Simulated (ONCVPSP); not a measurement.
Reading a pseudo-wave (Zn (Z = 30))

Columns: radius, all-electron u(r) and pseudo u(r) of the 3d shell (level -12.34 eV) of zinc in the configuration [Ne] 3s2 3p6 3d10 4s1 4p1; PBE, scalar-relativistic, ONCV scheme, ONCVPSP 4.0.1.

```json
{"r (bohr)": "0.068", "all-electron": "0.0513", "pseudo": "0.0075"}
{"r (bohr)": "0.135", "all-electron": "0.2264", "pseudo": "0.0549"}
{"r (bohr)": "0.202", "all-electron": "0.4527", "pseudo": "0.1671"}
{"r (bohr)": "0.270", "all-electron": "0.6664", "pseudo": "0.3476"}
{"r (bohr)": "0.338", "all-electron": "0.8328", "pseudo": "0.5717"}
{"r (bohr)": "0.405", "all-electron": "0.9448", "pseudo": "0.7966"}
{"r (bohr)": "0.473", "all-electron": "1.0106", "pseudo": "0.9885"}
{"r (bohr)": "0.540", "all-electron": "1.0366", "pseudo": "1.1128"}
{"r (bohr)": "0.608", "all-electron": "1.0344", "pseudo": "1.1643"}
{"r (bohr)": "0.675", "all-electron": "1.0123", "pseudo": "1.1495"}
{"r (bohr)": "0.742", "all-electron": "0.9776", "pseudo": "1.0904"}
{"r (bohr)": "0.810", "all-electron": "0.9344", "pseudo": "1.0090"}
{"r (bohr)": "0.878", "all-electron": "0.8870", "pseudo": "0.9258"}
{"r (bohr)": "0.945", "all-electron": "0.8385", "pseudo": "0.8532"}
{"r (bohr)": "1.013", "all-electron": "0.7892", "pseudo": "0.7921"}
{"r (bohr)": "1.080", "all-electron": "0.7416", "pseudo": "0.7416"}
{"r (bohr)": "1.148", "all-electron": "0.6950", "pseudo": "0.6949"}
{"r (bohr)": "1.215", "all-electron": "0.6511", "pseudo": "0.6510"}
{"r (bohr)": "1.283", "all-electron": "0.6088", "pseudo": "0.6087"}
{"r (bohr)": "1.350", "all-electron": "0.5695", "pseudo": "0.5694"}
{"r (bohr)": "1.418", "all-electron": "0.5319", "pseudo": "0.5318"}
{"r (bohr)": "1.485", "all-electron": "0.4972", "pseudo": "0.4971"}
{"r (bohr)": "1.553", "all-electron": "0.4642", "pseudo": "0.4642"}
{"r (bohr)": "1.620", "all-electron": "0.4339", "pseudo": "0.4338"}
{"r (bohr)": "1.688", "all-electron": "0.4051", "pseudo": "0.4050"}
{"r (bohr)": "1.755", "all-electron": "0.3786", "pseudo": "0.3786"}
```

Task: How many radial nodes do the two functions have?

Result: The all-electron 3d function has n − l − 1 = 0; the pseudo-wave has 0.

Task: At about which radius was the pseudo-wave matched?

Result: 1.10 bohr, where the columns begin to agree (steps of 0.07 bohr).

Task: Where does each function peak?

Result: Outermost all-electron maximum near 0.54 bohr, pseudo maximum near 0.61 bohr (to the table’s step).

Task: Is the pseudo-wave norm-conserving?

Result: Yes: the ONCV scheme keeps the norm inside the radius equal to the all-electron one, which fixes the energy derivative of the logarithmic derivative at the level.
